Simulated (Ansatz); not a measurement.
System: BH$_{4}$S, charge 1, singlet. BH4S+ (SMILES B[SH2+]).
B3LYP-D3(BJ)/def2-TZVP minimum from Ansatz (an electronic-structure program):
```
B
H 1 1.1767
H 1 1.1767 2 130.92
S 1 1.8989 2 114.45 3 174.70
H 4 1.3520 1 101.83 2 142.48
H 4 1.3520 5 97.67 1 103.86
```
Charge +1, spin multiplicity 1.

Total energies in cc-pV(T+d)Z, 12 correlated electrons, 6 frozen orbitals. Radicals and triplets start from unrestricted determinants; spin-orbit coupling is neglected. Correlated methods leave the cores frozen. No relativity.

```json
[
 {"method": "HF", "program": "Ansatz", "energy (Eh)": "-424.28269", "minus CCSDT(Q) (mEh)": "326.20"},
 {"method": "MP2", "program": "Ansatz", "energy (Eh)": "-424.55789", "minus CCSDT(Q) (mEh)": "51.00"},
 {"method": "CCSD", "program": "Ansatz", "energy (Eh)": "-424.59627", "minus CCSDT(Q) (mEh)": "12.63"},
 {"method": "CCSD(T)", "program": "Ansatz", "energy (Eh)": "-424.60735", "minus CCSDT(Q) (mEh)": "1.54"},
 {"method": "CCSDT(Q)", "program": "Ansatz", "energy (Eh)": "-424.60889", "minus CCSDT(Q) (mEh)": "0.00"}
]
```

Rough core times of Ansatz's runs on a shared machine: CCSD(T) under 20 s, CCSDT(Q) 10 min.
